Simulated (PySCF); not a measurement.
**From computed data to an observable: dipole moment from atomic charges**

B(Cl)2(SiH3) (BCl2H3Si), SMILES ClB(Cl)[SiH3]. Atoms are numbered in the order given.

```xyz
7

B      0.0515    -0.0501     0.0670
Cl     1.6974    -0.2357    -0.4996
Cl    -0.4031    -0.8313     1.5625
Si    -1.2541     1.0341    -1.0306
H     -2.5688     1.1796    -0.3427
H     -1.4577     0.3481    -2.3417
H     -0.6761     2.3856    -1.2911
```

The structure is a stationary point at ωB97X-D3(BJ)/def2-SVP.

Charges (e) from r2SCAN/def2-TZVPD (PySCF):

```json
[
 {"atom": "B1", "IAO": "-0.093", "ESP fit": "0.104"},
 {"atom": "Cl2", "IAO": "-0.027", "ESP fit": "-0.069"},
 {"atom": "Cl3", "IAO": "-0.023", "ESP fit": "-0.060"},
 {"atom": "Si4", "IAO": "0.440", "ESP fit": "0.152"},
 {"atom": "H5", "IAO": "-0.105", "ESP fit": "-0.049"},
 {"atom": "H6", "IAO": "-0.095", "ESP fit": "-0.039"},
 {"atom": "H7", "IAO": "-0.097", "ESP fit": "-0.039"}
]
```

The dipole moment of the full density is 0.42 D.

Task: What dipole moment does each set of point charges give, and which comes closer to that of the density?

Result: 
μ = Σ q r, and 1 e Å = 4.8032 D.
IAO: Σ q r = (-0.119, 0.097, -0.098) e Å, |μ| = 0.88 D.
ESP fit: Σ q r = (-0.069, 0.054, -0.050) e Å, |μ| = 0.49 D.
ESP fit comes closer in size. Point charges leave out the atoms' own dipoles (lone pairs, polarised bonds); fits to the potential absorb them, partitions of the density don't.
